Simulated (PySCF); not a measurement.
Name the molecule from its bond curve

A diatomic of charge 0 contains Sb. Its triplet curve at PBE0 in a double-zeta basis (scalar-relativistic core potentials, PySCF), in eV from the separated fragments:

R (Å), E (eV) and a bar:
```
    2.257     -1.144 ########################
    2.362     -1.352 ###########
    2.467     -1.467 ###
    2.545     -1.507 #
    2.624     -1.518 
    2.703     -1.506 #
    2.808     -1.462 ####
    2.939     -1.376 #########
    3.096     -1.246 ##################
    3.306     -1.051 ##############################
```

The fit gives ωe = 395 cm⁻¹ and the rotational constant Bₑ = 0.3708 cm⁻¹.

Problem. Which atom is the partner?

Solution. The minimum lies at 2.618 Å, so the reduced mass is 16.8576 u Å² cm⁻¹/(Bₑ·Re²) = 6.633 u. With Sb at 120.90 u the partner weighs about 7.0 u: Li. The molecule is LiSb.

Spin–orbit coupling is left out. The state was picked by a PBE0 search and need not be the measured ground state.
